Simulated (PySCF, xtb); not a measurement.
CH7FOSi2, SMILES C[SiH2]O[SiH2]F. One conformer was computed; it need not be the lowest.

Harmonic wavenumbers (cm⁻¹) from GFN2-xTB in xtb at its own minimum, in rising order: 12, 47, 56, 123, 208, 254, 472, 543, 552, 593, 614, 701, 738, 761, 771, 780, 819, 828, 855, 1116, 1372, 1481, 1485, 2242, 2260, 2352, 2379, 3027, 3029, 3047.

Problem. What does ωB97X-D3(BJ)/def2-SVP (PySCF 2.14.0) give at its own minimum? (The exact figures need the calculation; the answer reports its results.)

Solution. 9, 42, 82, 185, 231, 364, 508, 619, 706, 713, 738, 757, 774, 866, 892, 932, 983, 996, 1013, 1105, 1288, 1439, 1450, 2256, 2274, 2306, 2314, 3067, 3171, 3177. Paired by order, the mean absolute difference is 77 cm⁻¹ and the zero-point energies are 47.9 and 50.4 kcal/mol.
